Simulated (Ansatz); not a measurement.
Ge5O5. Total charge 0; singlet. Geometry r2SCAN-D4/def2-SVP; atoms count from 1.

Cartesian coordinates in Å:
```
Ge -1.157 -1.496 1.414
Ge 1.531 1.299 -1.628
Ge 0.672 1.623 1.599
Ge 1.152 -1.106 -0.275
Ge -1.890 0.193 -1.366
O 0.561 -0.165 1.333
O -0.141 -2.275 0.060
O -0.008 0.197 -1.421
O 1.387 2.064 -0.007
O -2.107 -0.334 0.291
```

The structure comes from a short search, and lower isomers may exist.

(1) Estimate the Mulliken populations from the PBE0/def2-TZVP orbitals of Ansatz.

(2) And the Mayer bond orders between heavy atoms (over 0.3)?

## Answers

(1) 
| atom | charge (e) |
| --- | --- |
| Ge1 | 0.58 |
| Ge2 | 0.55 |
| Ge3 | 0.60 |
| Ge4 | 0.54 |
| Ge5 | 0.57 |
| O6 | -0.61 |
| O7 | -0.56 |
| O8 | -0.60 |
| O9 | -0.52 |
| O10 | -0.54 |
Mulliken values depend strongly on the basis.

(2) Ge1–O6 0.33 (2.17 Å); Ge1–O7 0.84 (1.86 Å); Ge1–O10 0.78 (1.87 Å); Ge2–O8 0.68 (1.91 Å); Ge2–O9 1.01 (1.80 Å); Ge3–O6 0.94 (1.81 Å); Ge3–O9 0.96 (1.81 Å); Ge4–O6 0.61 (1.95 Å); Ge4–O7 1.04 (1.77 Å); Ge4–O8 0.43 (2.09 Å); Ge5–O8 0.73 (1.88 Å); Ge5–O10 1.21 (1.75 Å).
